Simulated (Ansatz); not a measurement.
Z-matrix (Å, degrees):
```
Ge
C 1 1.955
H 1 1.539 2 109.6
H 1 1.536 2 110.0 3 120.0
H 1 1.536 2 108.1 3 -119.9
C 2 1.464 1 121.3 3 99.4
O 2 1.428 1 115.9 3 166.7
H 2 1.090 1 117.2 3 -54.9
H 6 1.087 2 119.2 1 -153.2
H 6 1.088 2 119.8 1 -0.7
```

Total charge 0; spin multiplicity 1.

(1) List the PBE/def2-TZVPP orbital energies in eV (Ansatz). (An estimate is asked.)

## Answers

(1) Ansatz gave: Occupied: -10804.36, -1337.74, -1191.15, -1191.15, -1191.14, -510.87, -270.49, -270.46, -162.32, -113.76, -113.76, -113.74, -29.60, -29.59, -29.59, -29.53, -29.52, -27.29, -16.72, -15.73, -13.71, -12.41, -11.37, -9.94, -8.58, -8.30, -8.27, -7.51, -6.14. Lowest empty: 0.08, 0.31, 0.50, 0.65, 1.28, 1.32, 1.72, 1.81.
